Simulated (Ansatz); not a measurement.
This geometry of CH4SZn + H4Si (12 atoms, charge 0, multiplicity 1) is a first-order saddle point.

Level of theory: Ansatz 0.2.0, RKS PBE0/def2-mTZVP.

```xyz
12
Properties=species:S:1:pos:R:3
Zn -0.030 0.006 0.630
S -0.568 2.380 0.937
C 0.519 -1.505 1.736
H -0.578 1.367 -0.449
Si -0.454 0.193 -1.951
H 0.704 2.748 0.654
H 1.175 -1.172 2.542
H -0.360 -1.972 2.189
H 1.040 -2.263 1.149
H -0.907 -1.214 -2.169
H 0.879 0.356 -2.603
H -1.419 1.075 -2.666
```

**Question.** Which two structures does it join? (They come from a converged band through this point; their orientation in space is the band's.)

**Answer.** Bonds broken: Zn1–S2, H4–Si5. Bonds formed: Zn1–Si5, S2–H4. CH4SZn + H4Si becomes CH6SiZn + H2S.

Initial state:

```xyz
12
Properties=species:S:1:pos:R:3
Zn 0.342 0.543 1.800
S 0.163 2.717 1.942
C 0.513 -1.389 1.786
H -0.211 0.644 -0.957
Si -0.556 0.109 -2.305
H 0.105 2.901 0.601
H 0.755 -1.765 2.783
H -0.418 -1.863 1.465
H 1.306 -1.708 1.106
H -1.193 -1.222 -2.146
H 0.689 -0.015 -3.106
H -1.496 1.048 -2.969
```

Final state:

```xyz
12
Properties=species:S:1:pos:R:3
Zn -0.046 -0.667 0.076
S -0.338 2.124 0.857
C 0.425 -1.352 1.856
H 0.017 2.766 -0.277
Si -0.537 -0.272 -2.225
H 0.875 2.294 1.425
H 1.375 -0.940 2.210
H -0.338 -1.095 2.598
H 0.525 -2.441 1.854
H -0.679 -1.487 -3.083
H 0.523 0.563 -2.881
H -1.803 0.508 -2.410
```

**Question.** How far does it lie above each of them?

**Answer.** 37.4 kcal/mol above the first and 22.7 kcal/mol above the second. This is the barrier of this one path; another mechanism may lie lower. The orbitals stay closed-shell, which can raise the energy where a bond breaks towards radicals; this wasn't checked here.

The run took 4.8 min on 4 threads of Arm Neoverse N1 (shared host), peak memory 0.34 GiB.
